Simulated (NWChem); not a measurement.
CH₅NOSi₂; SMILES C1=N[SiH2]O[SiH2]1

```xyz
10

C     -1.4397     0.4231     0.0000
N     -1.2976    -0.8587     0.0000
Si     0.4222    -1.3604     0.0000
O      1.2521     0.1217     0.0000
Si     0.2032     1.4509     0.0000
H     -2.4701     0.8546     0.0000
H      0.7260    -2.1563     1.2330
H      0.7260    -2.1563    -1.2330
H      0.3889     2.2981    -1.2281
H      0.3889     2.2981     1.2281
```
Atoms are numbered in this order, from 1.

All runs: NWChem. The geometry was optimised at PBE-D3(BJ)/def2-SVP. Level: PBE/def2-SVP with SMD (1 M gas to 1 M solution), gas-phase geometry. Reactions with the solvent are ignored.

For solvent cyclohexane:

| Property | Result |
|---|---|
| cavity-dispersion-structure term (kcal/mol) | 0.4 |
| dipole in solution (D) | 1.23 |

Task: Estimate the same quantities for solvent water.

Result: 
- cavity-dispersion-structure term (kcal/mol): 3.6
- dipole in solution (D): 1.55
